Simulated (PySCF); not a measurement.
Where the electron goes

Species: Sn(vinyl)(OMe)3, C5H12O3Sn.
Structure used (PBE0-D3(BJ)/def2-SVP), in Å, numbered top down from 1:
```xyz
21
C5H12O3Sn angstrom
Sn    -0.2136   -0.1514    0.4971
C      0.1146   -0.0906    2.5808
C      1.3416   -0.3358    3.0471
H     -0.7198    0.1305    3.2541
H      2.1789   -0.5630    2.3786
H      1.5560   -0.3207    4.1224
O      1.5912   -0.4487   -0.2629
C      1.7500   -0.9193   -1.5729
H      1.1168   -1.7994   -1.7930
H      2.8014   -1.2214   -1.7155
H      1.5216   -0.1456   -2.3316
O     -1.0025    1.4434   -0.3799
C     -0.2581    2.6176   -0.5450
H      0.0219    3.0914    0.4164
H     -0.8722    3.3457   -1.1015
H      0.6749    2.4600   -1.1192
O     -1.3864   -1.5989   -0.1425
C     -2.3839   -1.3993   -1.1096
H     -3.3673   -1.2034   -0.6431
H     -2.4786   -2.3169   -1.7158
H     -2.1733   -0.5580   -1.7934
```

Computed with PySCF, TDDFT B3LYP/def2-SVPD, vertical, gas phase, core orbitals frozen in the response, def2 core potentials past Kr. Spin–orbit coupling is left out.

Frontier orbitals with the atoms that hold most of them (Löwdin shares over 4%, at most four atoms; ? is withheld):

| orbital | ε (eV) | atoms |
| --- | --- | --- |
| HOMO-3 | -7.89 | O17 27%, O12 17%, O7 9%, C18 8% |
| HOMO-2 | -7.54 | O12 43%, O17 22%, C13 10%, C18 5% |
| HOMO-1 | -7.44 | O7 52%, O12 13%, C8 12%, H11 7% |
| HOMO | ? | ? |
| LUMO | -1.26 | ? |
| LUMO+1 | -1.13 | Sn1 26%, C2 15%, O17 14%, O12 12% |
| LUMO+2 | 0.33 | Sn1 22%, C3 13%, O7 9%, C2 8% |

(1) Which atoms hold the HOMO, and with what shares?

(2) Which atoms hold the LUMO, and with what shares?

(3) What is the HOMO energy, and the HOMO–LUMO gap?

Results:

(1) O17 (bonded to C and Sn) 36%; O7 (bonded to C and Sn) 16%; O12 (bonded to C and Sn) 12%; C18 (bonded to O and 3 H) 9%. By element: oxygen 64%, carbon 9% or more.

(2) C3 (bonded to C and 2 H) 37%; C2 (bonded to C, Sn and H) 32%; Sn1 (bonded to C and 3 O) 10%; H6 (bonded to C) 5%. By element: carbon 68% or more, tin 10%, hydrogen 5% or more.

(3) ε(HOMO) = -7.38 eV; the gap is 6.12 eV (0.2248 hartree).

Problem. How does S1 compare with the orbital gap of 6.12 eV?

Solution. S1 is at 5.18 eV (f = 0.0016), 0.94 eV below the gap, made of HOMO-2→LUMO+1 (42%), HOMO→LUMO (26%), HOMO→LUMO+1 (17%). Its leading pair isn't HOMO and LUMO; the energies of that pair differ by 6.41 eV. Without the coupling terms of the response equations the lowest excitation would equal the gap.

Problem. Give energy, strength and leading configuration of S2, S3, S5 and S6, and follow the Löwdin shares of the leading atoms from the occupied to the empty orbital.

Solution. 
- S2 (5.21 eV, f 0.035), HOMO→LUMO+1 (72%): O17 36% → 14%, O7 16% → at most 13%, Sn1 at most 10% → 26%, C2 at most 10% → 15%
- S3 (5.27 eV, f 0.014), HOMO-1→LUMO+1 (81%): O7 52% → at most 13%, O12 13% → 12%, Sn1 at most 7% → 26%, C2 at most 7% → 15%
- S5 (5.41 eV, f 0.0035), HOMO-1→LUMO (92%): O7 52% → at most 5%, O12 13% → at most 5%, C3 at most 7% → 37%, C2 at most 7% → 32%
- S6 (5.53 eV, f 0.0028), HOMO-2→LUMO (81%): O12 43% → at most 5%, O17 22% → at most 5%, C3 at most 6% → 37%, C2 at most 6% → 32%

Löwdin shares depend on the basis, the more so with diffuse functions.

One conformer stands for the species.
